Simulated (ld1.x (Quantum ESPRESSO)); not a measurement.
**What one change does to a pseudopotential (Cd (Z = 48), RRKJ)**

- Element: Cd (Z = 48)
- Generator: ld1.x (Quantum ESPRESSO) 7.5
- Type: norm-conserving RRKJ (Kleinman–Bylander form)
- Functional: revPBE
- Relativity: fully relativistic
- Frozen core: [Kr]
- Valence charge: 12
- Reference configuration: 4d10 5s1.5 5p0.5
- Partial waves: 5s (bound): rc 2.25 bohr; 4d (bound): rc 1.30 bohr; 5p (bound): rc 2.80 bohr
- Local potential: the p channel
- Core correction: Bessel-smoothed model core, default radius (core density twice the valence density)
- rho0: 0.01

Open shells are filled in proportion to 2j + 1 (rel_dist='average').

Change: core [Kr] 4d10, valence charge 2; reference 5s1 5p0; waves now 5p (bound): rc 2.20 bohr; 5s (bound): rc 2.05 bohr; local potential the s channel; core correction Bessel-smoothed model core inside 1.20 bohr.

Cutoffs: the cutoffs (Ry, on a coarse ladder) from which the occupation-weighted sum of valence levels, in a spherical-Bessel basis at the reference potential, stays within 10 and 1 mRy of its value at 400 Ry; they do not see the model core or the augmentation charge, which bear on the density cutoff. Errors are all-electron minus pseudo energies relative to the spin-unpolarised reference configuration.

Question: What does the change do?

Answer: The potential gets softer (70 Ry and 110 Ry → 8 Ry and 21 Ry); the number of tests with a reliable result goes from 7 to 5; neither file shows a bound ghost. The shells moved into the core no longer need plane waves of their own. Several settings change at once here, so the effects cannot be laid on one of them. In the base the local p channel has no projectors, so it cannot carry the spin–orbit splitting, and the file is wrong for that shell.

```tsv
quantity	base	changed
cutoff, loose	70 Ry	8 Ry
cutoff, tight	110 Ry	21 Ry
bound ghosts	none	none
largest miss of a reference level, eV	0.13	0.00
largest error over its own tests, meV	-310	-109
```
